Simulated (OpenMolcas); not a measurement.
Pd2+ with 6 ligands (fluoride) in octahedral coordination (Oh). A charge of +0.667 e stands 2.4 Å behind each ligand. Ligand basis ANO-RCC-VDZP.

```yaml
Program: OpenMolcas
Method: CASSCF
Basis: ANO-RCC-VDZP [6s5p3d1f]
Scalar_Hamiltonian: DKH2, point nucleus
Active_space: 8 electrons in 5 orbitals (4d)
State_averaging: 2S+1 = 3 even, 10 roots; 2S+1 = 1 even, 15 roots
Spin-orbit_coupling: state interaction with AMFI integrals over the reference wave functions
```

All ligands move together. At R = 2.07 Å |10Dq| is 13062 cm-1, and at R = 2.17 Å it is 9855 cm-1.

Question: A third run gives 8575 cm-1. What distance was it run at?

Answer: With a power law R^-n the two known points give n = -ln(9855 / 13062) / ln(2.17 / 2.07) = 5.97. Then R = 2.07 × (13062 / 8575)^(1/5.97) = 2.221 Å. The run was at 2.22 Å, so the estimate is off by +0.001 Å.

Without dynamic correlation the repulsion within the d shell is too large (B by tens of per cent), so at a given field states of lower spin stand too high. Real 4d8 and 5d8 ions are as a rule square planar and diamagnetic. With metal d orbitals alone the field can be off either way by tens of per cent. Ligand-to-metal charge-transfer states are missing. With no ligand orbital active B as a rule stays too high, so bands that hang on it stand too high and its fall with covalency is understated. No measured value stands beside these numbers; the geometry is a model, was not optimised and need not be the one that this ion takes.
